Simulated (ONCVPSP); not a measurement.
# Before and after: ONCV potential for Cs (Z = 55)

| Quantity | Value |
| --- | --- |
| Element | Cs (Z = 55) |
| Generator | ONCVPSP 4.0.1 |
| Type | optimised norm-conserving Vanderbilt (ONCV) |
| Functional | PBE |
| Relativity | scalar-relativistic |
| Frozen core | [Kr] 4d10 |
| Valence charge | 9 |
| Reference configuration | 5s2 5p6 6s1 |
| Partial waves | 5s+6s: rc 3.00 bohr, ncon 4, nbas 9, qcut 4.7 1/bohr, 2 projectors; 5p: rc 2.50 bohr, ncon 4, nbas 7, qcut 5.9 1/bohr, 2 projectors, debl 2.7 Ha; d scattering state at 0.05 Ha: rc 2.50 bohr, ncon 3, nbas 7, qcut 3.6 1/bohr, local |
| Local potential | the d channel |
| Core correction | Teter function, fcfact 2.5, rcfact 1.25 |

All-electron outer shells of the reference configuration (PBE, scalar-relativistic, ld1.x):

| shell | level (eV) | outermost node (bohr) | outermost maximum (bohr) |
| --- | --- | --- | --- |
| 5s | -26.73 | 0.82 | 1.54 |
| 5p | -13.52 | 0.89 | 1.79 |
| 6s | -2.09 | 2.11 | 4.80 |

Change: s: rc 3.54.

Cutoffs: the cutoffs (Ha) at which the residual kinetic energy of the hardest occupied pseudo-wave falls to 1 and 0.1 mHa per electron; they do not see the model core or the augmentation charge, which bear on the density cutoff. Errors are all-electron minus pseudo energies relative to the spin-unpolarised reference configuration.

Task: Predict the effect on cutoff, ghosts and configuration errors.

Result: The potential gets neither clearly harder nor softer (9.6 Ha and 12 Ha → 9.6 Ha and 12 Ha); the p channel sets the loose cutoff, while the largest relative change is in s, which becomes softer; of the 4 tests that both files solve, the error grows in 1 and shrinks in 0 by more than 15 % and 0.3 meV (median size 0.2 → 0.3 meV); neither file shows a bound ghost.

```tsv
quantity	base	changed
cutoff, loose	9.6 Ha	9.6 Ha
cutoff, tight	12 Ha	12 Ha
loose cutoff by channel	s 6.1 Ha, p 9.6 Ha	s 4.2 Ha, p 9.6 Ha
bound ghosts	none	none
GHOST(+) flags under 300 eV	none	none
error for 5s2 5p6 6s0, meV [ΔE 3.86 eV]	-0.4	-0.4
error for 5s2 5p6 6s0.5, meV [ΔE 1.47 eV]	-0.1	-0.1
error for 5s2 5p6 6s0 6p1, meV [ΔE 1.37 eV]	+0.1	+0.1
error for 5s1 5p6 6s1, meV [ΔE 31.68 eV]	-150	-264
p: phases at 2.53 bohr within 0.05 rad from the reference energy up to (Ha; the scan ends near 5)	to the end of the scan	to the end of the scan
d: phases at 2.53 bohr within 0.05 rad from the reference energy up to (Ha; the scan ends near 5)	1.9	1.9
rms error of d²Exc/dni dnj with the model core, mHa	0.48	0.82
```
